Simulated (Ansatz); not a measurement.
Start from `FC(I)[SiH2]Cl` and change one atom or group to get `FC(I)CI`.

Ansatz, PBE0-D4/def2-TZVP geometries, multiplicity 1. Each molecule was computed in one conformer, which needn't be the lowest.

Elements past krypton have def2 core potentials.

```tsv
property	`FC(I)[SiH2]Cl`
LUMO energy (B3LYP/def2-TZVPP) / eV	-1.64
HOMO energy (PBE/def2-TZVPP) / eV	-6.43
HOMO–LUMO gap (PBE0/def2-TZVPP) / eV	6.20
HOMO energy (PBE0/def2-TZVPP) / eV	-7.60
HOMO–LUMO gap (PBE/def2-TZVPP) / eV	4.15
size of the dipole moment (ωB97M-V/def2-TZVPP) / D	0.85
```

(1) Give the same properties after the change, and the shifts. (Estimate.)

Results:

(1) Computed: 
```
                                          property  `FC(I)CI`  shift
               LUMO energy (B3LYP/def2-TZVPP) / eV      -2.00  -0.36
                 HOMO energy (PBE/def2-TZVPP) / eV      -6.48  -0.05
              HOMO–LUMO gap (PBE0/def2-TZVPP) / eV       5.86  -0.34
                HOMO energy (PBE0/def2-TZVPP) / eV      -7.64  -0.04
               HOMO–LUMO gap (PBE/def2-TZVPP) / eV       3.84  -0.31
size of the dipole moment (ωB97M-V/def2-TZVPP) / D       1.30   0.45
```

Dipoles are sizes alone; their direction can turn.

B3LYP here is the variant with VWN-RPA as its local correlation; programs differ in this.

Spin–orbit coupling is left out; it splits and shifts lone-pair levels of the heavy atoms by tenths of an eV.
